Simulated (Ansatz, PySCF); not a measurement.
CH6OSeSi, SMILES O(C)[SiH2][SeH]. Atoms are numbered in the order given.

```xyz
10

Si    -0.6875     0.6599    -0.9573
Se     1.2030     0.9264     0.3322
O     -1.9246    -0.1057    -0.1574
C     -1.8416    -1.3851     0.4303
H     -1.1829     2.0185    -1.2738
H     -0.2956    -0.1052    -2.1757
H      1.7550    -0.3838    -0.0634
H     -1.0457    -1.4278     1.1962
H     -2.8031    -1.6108     0.9158
H     -1.6420    -2.1713    -0.3224
```

Geometry optimised at B3LYP-D3(BJ)/def2-SVP. The structure was generated by enumeration, and PubChem lists no compound with its InChIKey, so it may never have been made. The values are those of a single conformer.

Two levels are set side by side: PBE-D3(BJ)/def2-SVP (Ansatz, a first-principles code) and B3LYP-D3(BJ)/def2-SVP (Ansatz). Each level has its own optimised geometry; the coordinates shown are those of the second. Frequencies come from the Hessian of PySCF at each geometry. Differences are taken from unrounded values.

```csv
quantity,B3LYP-D3(BJ)
mean bond length (Å),1.459
bond Si1–Se2 (Å),2.304
bond Si1–O3 (Å),1.660
bond O3–C4 (Å),1.410
bond Si1–H5 (Å),1.480
bond Si1–H6 (Å),1.491
bond Se2–H7 (Å),1.476
bond C4–H8 (Å),1.105
bond C4–H9 (Å),1.101
bond C4–H10 (Å),1.107
highest harmonic wavenumber (cm⁻¹),3112
mean harmonic wavenumber (cm⁻¹),1241
zero-point energy (kcal/mol),42.59
```

Problem. What does PBE-D3(BJ) give, and how far is it from B3LYP-D3(BJ)? (An estimate is asked for; the answer gives what the named calculation found.)

Solution. 
```json
[
 {"quantity": "mean bond length (Å)", "PBE-D3(BJ)": "1.469", "PBE-D3(BJ) minus B3LYP-D3(BJ)": "0.010"},
 {"quantity": "bond Si1–Se2 (Å)", "PBE-D3(BJ)": "2.306", "PBE-D3(BJ) minus B3LYP-D3(BJ)": "0.002"},
 {"quantity": "bond Si1–O3 (Å)", "PBE-D3(BJ)": "1.676", "PBE-D3(BJ) minus B3LYP-D3(BJ)": "0.016"},
 {"quantity": "bond O3–C4 (Å)", "PBE-D3(BJ)": "1.416", "PBE-D3(BJ) minus B3LYP-D3(BJ)": "0.005"},
 {"quantity": "bond Si1–H5 (Å)", "PBE-D3(BJ)": "1.494", "PBE-D3(BJ) minus B3LYP-D3(BJ)": "0.014"},
 {"quantity": "bond Si1–H6 (Å)", "PBE-D3(BJ)": "1.506", "PBE-D3(BJ) minus B3LYP-D3(BJ)": "0.015"},
 {"quantity": "bond Se2–H7 (Å)", "PBE-D3(BJ)": "1.485", "PBE-D3(BJ) minus B3LYP-D3(BJ)": "0.009"},
 {"quantity": "bond C4–H8 (Å)", "PBE-D3(BJ)": "1.114", "PBE-D3(BJ) minus B3LYP-D3(BJ)": "0.009"},
 {"quantity": "bond C4–H9 (Å)", "PBE-D3(BJ)": "1.109", "PBE-D3(BJ) minus B3LYP-D3(BJ)": "0.008"},
 {"quantity": "bond C4–H10 (Å)", "PBE-D3(BJ)": "1.115", "PBE-D3(BJ) minus B3LYP-D3(BJ)": "0.009"},
 {"quantity": "highest harmonic wavenumber (cm⁻¹)", "PBE-D3(BJ)": "3047", "PBE-D3(BJ) minus B3LYP-D3(BJ)": "-64"},
 {"quantity": "mean harmonic wavenumber (cm⁻¹)", "PBE-D3(BJ)": "1205", "PBE-D3(BJ) minus B3LYP-D3(BJ)": "-37"},
 {"quantity": "zero-point energy (kcal/mol)", "PBE-D3(BJ)": "41.33", "PBE-D3(BJ) minus B3LYP-D3(BJ)": "-1.25"}
]
```

Exact exchange shortens and stiffens bonds; PBE has none. Differences between two approximate levels are no errors against the true value.
